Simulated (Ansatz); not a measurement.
A made-up structure of H$_{2}$SeSO, singlet:

O1  (-0.836, -1.354, 0.060)
Se2  (-0.045, -0.250, -1.117)
S3  (1.529, 0.683, 0.041)
H4  (-1.500, -0.841, 0.533)
H5  (-0.608, -2.214, 0.445)
(Å)

It is relaxed with PBE-D4/def2-SVP and then PBE0-D4/def2-TZVP (Ansatz 0.2.0). Atoms count as bonded within 1.22 times the sum of their covalent radii (H–H: 0.88 Å). The end point is not checked to be a true minimum.

(1) Does its bonding change? (Judge from chemistry; the calculation decides.)

## Answers

(1) Computed: Yes. Formed: none; broken: O1–Se2.

Where it ends: The first stage lowers the energy by 1.49 eV in 9 steps. It ends as a complex of H₂O + SeS:
```json
{"atom": "O1", "x (Å)": "-1.2163", "y (Å)": "-1.5709", "z (Å)": "0.0531"}
{"atom": "Se2", "x (Å)": "0.2808", "y (Å)": "-0.0684", "z (Å)": "-1.3167"}
{"atom": "S3", "x (Å)": "1.5987", "y (Å)": "0.7644", "z (Å)": "0.0034"}
{"atom": "H4", "x (Å)": "-1.5462", "y (Å)": "-0.9639", "z (Å)": "0.7240"}
{"atom": "H5", "x (Å)": "-0.5763", "y (Å)": "-2.1367", "z (Å)": "0.4976"}
```

For scale, one of the runs: PBE0-D4/def2-TZVP relaxation, 128 basis functions, launched by `ansatz run in.yaml --threads 2 --pin off --events-out ev --progress --plain --max-ram 4352MiB`. Hardware: 2 CPU threads of an Arm Neoverse V1, shared host. Wall time about 19 s.
